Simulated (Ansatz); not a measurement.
Mulliken charges of Cl$_{2}$H$_{4}$O$_{2}$Si$_{2}$ (`O[SiH2][Si](O)(Cl)Cl`) from B3LYP/def2-TZVPP in Ansatz (PBE0-D4/def2-TZVP geometry).

| atom | x (Å) | y (Å) | z (Å) | charge (e) |
| --- | --- | --- | --- | --- |
| O1 | -1.903 | -0.662 | 1.050 | -0.387 |
| Si2 | -1.098 | 0.663 | 0.493 | 0.403 |
| Si3 | 0.802 | 0.021 | -0.715 | 0.588 |
| O4 | 1.620 | -1.041 | 0.217 | -0.384 |
| Cl5 | 0.343 | -0.862 | -2.513 | -0.233 |
| Cl6 | 1.980 | 1.648 | -1.153 | -0.233 |
| H7 | -1.399 | -1.308 | 1.549 | 0.192 |
| H8 | -2.034 | 1.394 | -0.391 | -0.057 |
| H9 | -0.641 | 1.556 | 1.594 | -0.080 |
| H10 | 2.411 | -1.460 | -0.130 | 0.192 |

Q: By hand: the dipole of these point charges (1 e Å = 4.8032 D).

A: Σ q r = (-0.036, 0.017, 0.310) e Å, of length 0.313 e Å = 1.50 D.

Q: How does the dipole of the full density compare? (Best estimate.)

A: The calculation gave: (0.232, -0.231, 0.253) e Å, 1.99 D; the point charges give 0.75 times that, at 59° from its direction.

Point charges leave out the atoms' own dipoles, such as those of lone pairs, and Mulliken's split depends on the basis, so the two needn't agree.

B3LYP here is the variant with VWN-RPA as its local correlation; programs differ in this.
